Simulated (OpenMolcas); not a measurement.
Mo4+: ligand-field states by method

Mo4+ with 6 ligands (ammonia) in trigonal antiprismatic coordination (S6) at 2.07 Å, a polar angle of 56.9° against the regular 54.74°. Ligand basis ANO-RCC-VDZP.

```yaml
Program: OpenMolcas 26.06
Basis: ANO-RCC-VTZP [7s6p4d2f1g]
Scalar_Hamiltonian: DKH2, point nucleus
Active_space: 2 electrons in 5 orbitals (4d)
State_averaging: 2S+1 = 3 even, 10 roots; 2S+1 = 1 even, 15 roots
Spin-orbit_coupling: RASSI with atomic mean-field integrals over the reference wave functions
```

I. CASSCF
II. SS-CASPT2, IPEA 0.25 Eh, imaginary shift 0.1 Eh (closed shells correlated: 4s 4p and the ligand valence shells)

Spin-free states in cm-1, each column counted from its own energy of the first state listed:

```json
{"State": "2S+1 = 3", "Degeneracy": "1", "I": "0", "II": "0"}
{"State": "2S+1 = 3", "Degeneracy": "2", "I": "61", "II": "-20"}
{"State": "2S+1 = 1", "Degeneracy": "2", "I": "10092", "II": "6930"}
{"State": "2S+1 = 1", "Degeneracy": "1", "I": "10512", "II": "7400"}
{"State": "2S+1 = 1", "Degeneracy": "2", "I": "10700", "II": "7400"}
{"State": "2S+1 = 1", "Degeneracy": "1", "I": "24569", "II": "17940"}
{"State": "2S+1 = 3", "Degeneracy": "2", "I": "44442", "II": "47310"}
{"State": "2S+1 = 3", "Degeneracy": "1", "I": "44807", "II": "47540"}
{"State": "2S+1 = 3", "Degeneracy": "2", "I": "52434", "II": "52740"}
{"State": "2S+1 = 3", "Degeneracy": "1", "I": "53241", "II": "53430"}
{"State": "2S+1 = 1", "Degeneracy": "2", "I": "54192", "II": "54110"}
{"State": "2S+1 = 1", "Degeneracy": "1", "I": "54375", "II": "53820"}
{"State": "2S+1 = 1", "Degeneracy": "2", "I": "56917", "II": "55670"}
{"State": "2S+1 = 1", "Degeneracy": "1", "I": "57163", "II": "55950"}
{"State": "2S+1 = 3", "Degeneracy": "1", "I": "90908", "II": "97620"}
{"State": "2S+1 = 1", "Degeneracy": "2", "I": "101190", "II": "104040"}
{"State": "2S+1 = 1", "Degeneracy": "1", "I": "112229", "II": "111930"}
```

II puts a state of multiplicity 3 lowest, 18 cm-1 below that state.

From I to II, I's first state of another spin (2S+1 = 1) moves from 10092 to 6930 cm-1, by about -3200 cm-1.

χT at 300 K: I 0.44, II 0.44 cm3 K/mol.

Roots that are degenerate in the reference are averaged as groups; the widest CASPT2 spread within a group is 150 cm-1 (the 2-fold group of multiplicity 3 near 47300 cm-1 above the lowest state of its run, II). Shifts and gaps below about the spread of the groups concerned are not significant. Over all roots computed the reference weight is 0.68 to 0.69 in II; a low but even weight reflects the number of correlated electrons. The least metal-like active orbital is 70 % on the metal (Löwdin) and no ligand orbital is active, so the numbers are rough. Ligand-to-metal charge-transfer states are missing. With no ligand orbital active B as a rule stays too high, so bands that hang on it stand too high and its fall with covalency is understated. Spin-orbit coupling mixes the spin-free states strongly: the lowest level takes only 66 % from its leading state, an unlabelled state of the same spin as most of the rest (figures for I; the like holds for II). Without dynamic correlation the repulsion within the d shell is too large (B by tens of per cent), so at a given field states of lower spin stand too high (holds for I). With metal d orbitals alone the field can be off either way by tens of per cent (holds for I). An orbital doublet at a regular site is open to a Jahn-Teller distortion, which this geometry leaves out (holds for II). With one d shell and no ligand orbital active, 10Dq can be off by a tenth or more (holds for II). No measured value stands beside these numbers; the geometry was imposed, not optimised, and the real ion may take another.

A state without a sure symmetry label is named by its multiplicity alone.
